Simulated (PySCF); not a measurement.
Candidates: BiCl₂⁺, BiBr₂⁺, BiI₂⁺. Level: PBE0 in the def2-TZVP basis family, computed in PySCF with density fitting; scalar-relativistic core potentials for atoms from Rb on, none lighter, no spin–orbit coupling; open shells unrestricted.

One of them gave a singlet of C2v symmetry with wavenumbers 81, 261, 266 cm⁻¹ and a HOMO–LUMO gap of 3.91 eV.

Problem. Which molecule is it?
A. BiI₂⁺
B. BiBr₂⁺
C. BiCl₂⁺

Solution. B. That is BiBr₂⁺, with Bi–Br 2.493 Å (×2). The others give BiCl₂⁺ 2.342 Å and 404 cm⁻¹ for the highest mode; BiI₂⁺ 2.696 Å and 201 cm⁻¹ for the highest mode.

Spin–orbit coupling is large for BiCl₂⁺, BiBr₂⁺, BiI₂⁺ and is left out. The structures come from searches over a few start shapes, so lower isomers are not excluded.
